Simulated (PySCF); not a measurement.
Match the calculated data to a structure.

All candidates are C5H15NOSi.

- XPS: Si2p3/2 106.9, C1s 290.4 (×2), C1s 290.5, C1s 291.5, C1s 292.0, N1s 404.2, O1s 537.3, Si1s 1846.9 eV [ΔSCF SCAN, pcX-2 on the ionised atom, pcseg-1 elsewhere, spin-free X2C, 2p3/2 from a spin–orbit splitting computed afterwards within the 2p shell]
- Rotational structure: rotational constants A, B, C: 4.454, 0.615, 0.588 GHz [PBE0-D3(BJ)/def2-SVP]
- 1H NMR: chemical shifts (computed TMS as zero) by class: 4.68 (2 H), 3.82 (1 H), 2.93 (2 H), 1.14 (6 H), 1.08 (3 H), 0.72 (1 H) ppm [GIAO PBE0/pcSseg-1]
- Dipole: 0.47 D [B3LYP/def2-SVPD]
- Valence photoelectron: vertical ionisation energy: 8.80 eV [ΔSCF B3LYP/def2-SVPD]
- 13C NMR: chemical shifts (computed TMS as zero) by class: 67.0 (1 C), 42.2 (1 C), 27.3 (2 C), 22.3 (1 C) ppm [GIAO PBE0/pcSseg-1]

The electronic properties come from PySCF, for the isolated species, density fitting. Levels stand in brackets. One conformer (not necessarily the lowest) at the PBE0-D3(BJ)/def2-SVP geometry, without solvent, vibrations or thermal averaging. Each NMR value is the plain mean over a class of atoms that symmetry, rotation or inversion makes alike.

Problem. Which candidate is it?
A. `CC[C@@H](C)[Si@H](O)NC`
B. `CCN[SiH2]OC(C)C`
C. `CC(C)[Si@H](O)N(C)C`
D. `CC[C@@H](C)[Si@@H](O)NC`
E. `COCC(C)(C)[SiH2]N`

Solution. B. It is `CCN[SiH2]OC(C)C`. Numbering: `[CH3:1][CH2:2][NH:3][SiH2:4][O:5][CH:6]([CH3:7])[CH3:8]`. Its formula, C5H15NOSi, gives 0 degrees of unsaturation, so no ring and no π bond. 5 carbons fall into 4 classes; from least to most shielded: sp3 carbon bound to oxygen [C6] (67.0 ppm), sp3 carbon bound to nitrogen [C2] (42.2 ppm), methyl carbon [C7/C8] (27.3 ppm, 2 C), methyl carbon [C1] (22.3 ppm). Hydrogen classes from least to most shielded: 2 H on an oxygen-bound silicon, Si4 (4.68 ppm), 1 H on an sp3 carbon bound to oxygen, C6 (3.82 ppm), 2 H on an sp3 carbon bound to nitrogen, C2 (2.93 ppm, a mean of values up to 0.5 ppm apart in this geometry), 6 H on 2 methyl carbons, C7/C8 (1.14 ppm, a mean of values up to 0.5 ppm apart in this geometry), 3 H on a methyl carbon, C1 (1.08 ppm), 1 H on a silicon-bound nitrogen, N3 (0.72 ppm). The core levels belong to: Si2p3/2 106.9 eV, oxygen-bound silicon [Si4]; C1s 290.4 eV, methyl carbon [C7/C8]; C1s 290.5 eV, methyl carbon [C1]; C1s 291.5 eV, sp3 carbon bound to nitrogen [C2]; C1s 292.0 eV, sp3 carbon bound to oxygen [C6]; N1s 404.2 eV, silicon-bound nitrogen [N3]; O1s 537.3 eV, silyl ether oxygen [O5]; Si1s 1846.9 eV, oxygen-bound silicon [Si4]. One atom of each topological class was ionised and stands for its class. The first electron is taken from the HOMO, whose largest Löwdin shares are 0.57 on the silicon-bound nitrogen, 0.11 on the sp3 carbon bound to nitrogen, 0.07 on the oxygen-bound silicon and 0.06 on a methylene hydrogen. The optimised geometry has point group C1 and is an asymmetric top.

The others, at the same levels:
- `CC[C@@H](C)[Si@H](O)NC` fails: it has 5 carbon classes against 4; its computed 13C shifts are 29.8 (1 C), 25.8 (1 C), 22.8 (1 C), 14.4 (1 C), 12.6 (1 C) ppm, core binding energies are Si2p3/2 106.6, C1s 289.8, C1s 290.3, C1s 290.4, C1s 290.4, C1s 291.5, N1s 404.2, O1s 537.9, Si1s 1846.6 eV and 1H shifts are 4.41 (1 H), 2.65 (3 H), 1.07 (1 H), 1.01 (3 H), 0.95 (1 H), 0.95 (3 H), 0.33 (1 H), 0.12 (1 H), 0.02 (1 H) ppm.
- `COCC(C)(C)[SiH2]N` fails: its computed 13C shifts are 85.5 (1 C), 59.2 (1 C), 24.3 (1 C), 23.3 (2 C) ppm, core binding energies are Si2p3/2 106.2, C1s 289.8, C1s 290.2 (×2), C1s 291.7, C1s 292.1, N1s 404.3, O1s 538.2, Si1s 1846.0 eV and 1H shifts are 4.53 (2 H), 3.23 (3 H), 2.96 (2 H), 1.03 (6 H), -0.22 (2 H) ppm.
- `CC(C)[Si@H](O)N(C)C` fails: its computed 13C shifts are 37.3 (2 C), 17.6 (1 C), 16.1 (1 C), 13.7 (1 C) ppm, core binding energies are Si2p3/2 106.7, C1s 289.9, C1s 290.4, C1s 290.5, C1s 291.3 (×2), N1s 404.1, O1s 538.0, Si1s 1846.6 eV and 1H shifts are 4.57 (1 H), 2.46 (6 H), 1.06 (3 H), 0.88 (3 H), 0.65 (1 H), 0.47 (1 H) ppm.
- `CC[C@@H](C)[Si@@H](O)NC` fails: it has 5 carbon classes against 4; its computed 13C shifts are 28.8 (1 C), 24.6 (1 C), 22.9 (1 C), 14.2 (1 C), 12.7 (1 C) ppm, core binding energies are Si2p3/2 106.6, C1s 289.8, C1s 290.3, C1s 290.4, C1s 290.4, C1s 291.5, N1s 404.2, O1s 538.0, Si1s 1846.6 eV and 1H shifts are 4.66 (1 H), 2.65 (3 H), 1.42 (1 H), 0.99 (3 H), 0.96 (3 H), 0.79 (1 H), 0.44 (1 H), -0.07 (1 H), -0.15 (1 H) ppm.

Each candidate is one conformer, not necessarily the lowest. Dipoles, sizes and rotational constants follow the conformer. The torsions of the flexible species, by atom-mapped SMILES:
- `[CH3:1][CH2:2][NH:3][SiH2:4][O:5][CH:6]([CH3:7])[CH3:8]`: C1–C2–N3–Si4 -137°, C2–N3–Si4–O5 -85°, N3–Si4–O5–C6 -154°, Si4–O5–C6–C7 152°
- `[CH3:1][CH2:2][C@@H:3]([CH3:4])[Si@H:5]([OH:6])[NH:7][CH3:8]`: C1–C2–C3–C4 61°, C2–C3–Si5–O6 -173°, C3–Si5–N7–C8 -171°, H–O6–Si5–C3 -75°
- `[CH3:1][O:2][CH2:3][C:4]([CH3:5])([CH3:6])[SiH2:7][NH2:8]`: C1–O2–C3–C4 -179°, O2–C3–C4–C5 -67°, C3–C4–Si7–N8 163°, H–N8–Si7–C4 -146°, H–N8–Si7–C4 78°
- `[CH3:1][CH:2]([CH3:3])[Si@H:4]([OH:5])[N:6]([CH3:7])[CH3:8]`: C1–C2–Si4–O5 -63°, C2–Si4–N6–C7 167°, H–O5–Si4–C2 -68°
- `[CH3:1][CH2:2][C@@H:3]([CH3:4])[Si@@H:5]([OH:6])[NH:7][CH3:8]`: C1–C2–C3–C4 64°, C2–C3–Si5–O6 -60°, C3–Si5–N7–C8 -176°, H–O6–Si5–C3 68°
